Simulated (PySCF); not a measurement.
**A survey of 29Si NMR shifts**

- σ from GIAO-PBE0/pcSseg-1
- structure optimised with GFN2-xTB
- run in PySCF 2.14
- gas phase, a single conformation, rapidly exchanging positions averaged, non-relativistic

Shieldings were converted by a linear fit to measured shifts: 29Si: δ = 279.94 − 0.822σ (rms 8.9 ppm, 72 shifts, 25.8 ppm with the 6 outliers that the fit left out vs TMS, solution or neat liquid). Occasional misses reach two or three times the rms, and more in compound classes unlike the fitted ones.

Give the 29Si shifts of `C/C=C\[SiH2]S[SiH2]Cl`, `CS[SiH2]/C(Cl)=C/[SiH3]`, `O=CO/C=C1\[SiH2]CS1`, `O=CO/C=C1\[SiH2]CS1`, `C[SiH2][C@H](C)[SiH2]CC(F)(F)F`, `C[C@@H]1C[Si@@H](Cl)S[SiH2]1`, `[SiH3]/C=C(\[SiH3])O[SiH2]CCl`, `CS[Si@@H](Cl)/C=C/[SiH3]`.

## Answers


| compound | environment | δ (ppm) |
| --- | --- | --- |
| [CH3:1]/[CH:2]=[CH:3]\[SiH2:4][S:5][SiH2:6][Cl:7] | Si6: silicon bonded to Cl, S, 2 H | -15.7 |
| [CH3:1]/[CH:2]=[CH:3]\[SiH2:4][S:5][SiH2:6][Cl:7] | Si4: silicon bonded to C, S, 2 H | -47.0 |
| [CH3:1][S:2][SiH2:3]/[C:4]([Cl:5])=[CH:6]/[SiH3:7] | Si3: silicon bonded to C, S, 2 H | -32.0 |
| [CH3:1][S:2][SiH2:3]/[C:4]([Cl:5])=[CH:6]/[SiH3:7] | Si7: silicon bonded to C, 3 H | -80.2 |
| O=CO/C=C1\[SiH2]CS1 | silicon bonded to 2 C, 2 H, in a 4-membered ring | -68.9 |
| O=CO/C=C1\[SiH2]CS1 | silicon bonded to 2 C, 2 H, in a 4-membered ring | -68.9 |
| [CH3:1][SiH2:2][C@H:3]([CH3:4])[SiH2:5][CH2:6][C:7]([F:8])([F:9])[F:10] | Si2: silicon bonded to 2 C, 2 H | -32.8 |
| [CH3:1][SiH2:2][C@H:3]([CH3:4])[SiH2:5][CH2:6][C:7]([F:8])([F:9])[F:10] | Si5: silicon bonded to 2 C, 2 H | -37.2 |
| [CH3:1][C@@H:2]1[CH2:3][Si@@H:4]([Cl:5])[S:6][SiH2:7]1 | Si4: silicon bonded to C, Cl, S, H, in a 5-membered ring | 20.9 |
| [CH3:1][C@@H:2]1[CH2:3][Si@@H:4]([Cl:5])[S:6][SiH2:7]1 | Si7: silicon bonded to C, S, 2 H, in a 5-membered ring | -11.2 |
| [SiH3:1]/[CH:2]=[C:3](\[SiH3:4])[O:5][SiH2:6][CH2:7][Cl:8] | Si6: silicon bonded to C, O, 2 H | -37.2 |
| [SiH3:1]/[CH:2]=[C:3](\[SiH3:4])[O:5][SiH2:6][CH2:7][Cl:8] | Si4: silicon bonded to C, 3 H | -68.7 |
| [SiH3:1]/[CH:2]=[C:3](\[SiH3:4])[O:5][SiH2:6][CH2:7][Cl:8] | Si1: silicon bonded to C, 3 H | -75.0 |
| [CH3:1][S:2][Si@@H:3]([Cl:4])/[CH:5]=[CH:6]/[SiH3:7] | Si3: silicon bonded to C, Cl, S, H | -2.3 |
| [CH3:1][S:2][Si@@H:3]([Cl:4])/[CH:5]=[CH:6]/[SiH3:7] | Si7: silicon bonded to C, 3 H | -64.3 |
